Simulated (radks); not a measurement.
Valence configurations of Cr III (all share [Ar]). All-electron calculation, non-relativistic Kohn-Sham, r2SCAN, spin-polarised, spherical densities, point nucleus; open shells are filled with parallel spins first; meta-GGA in the generalised Kohn-Sham scheme. Program: a radial shooting solver on a logarithmic mesh with Libxc functionals. Energies are relative to 3d4; eigenvalues in eV for spin up.

| valence | E (eV) | moment (Bohr magnetons) | e(3d) | e(4p) | e(4s) |
|---|---|---|---|---|---|
| 3d4 | 0.000 | 4 | -24.465 | - | - |
| 3d3 4p1 | 13.176 | 4 | -31.360 | -16.225 | - |
| 3d3 4s1 | 7.360 | 4 | -30.298 | - | -21.611 |
| 3d3.5 4p0.5 | 6.115 | 4 | -27.880 | -14.745 | - |
| 3d2 4p2 | 30.557 | 4 | -38.556 | -18.808 | - |
| 3d2.5 4p1.5 | 21.289 | 4 | -34.921 | -17.568 | - |
| 3d2.5 4s1 4p0.5 | 15.219 | 4 | -33.877 | -17.061 | -23.223 |
| 3d3 4s0.5 4p0.5 | 10.308 | 4 | -30.834 | -15.982 | -21.789 |
| 3d1.5 4s0.5 4p2 | 37.763 | 4 | -41.771 | -19.760 | -26.380 |

NIST lists [Ar] 3d4 as the ground configuration; this level of theory agrees among the configurations tried. The energies are those of spherical high-spin densities, not of single terms.
